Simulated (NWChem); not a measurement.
Species: BBr₂ cation

```xyz
3

Br     0.0000     0.0000    -1.7732
B      0.0000     0.0000     0.0000
Br     0.0000     0.0000     1.7732
```
Atoms are numbered in this order, from 1.

Program: NWChem. Geometry: optimised at B3LYP/6-31G* (spherical d). Level M06-2X/def2-SVP: energy and gradient on several grids; changes count from the extra-fine grid, which is no exact limit either.

Task: Which is the coarsest grid (medium; xcoarse; coarse; xfine; fine) from which on the energy stays within 100 μHa and each gradient component within 200 μHa/bohr of xfine?

Result: medium.
| grid | size of the energy change (μHa) | largest change of a gradient component (μHa/bohr) |
|---|---|---|
| xcoarse | 600 | 800 |
| coarse | 80 | 500 |
| medium | < 10 | 70 |
| fine | < 10 | < 30 |
| xfine | < 10 | < 30 |
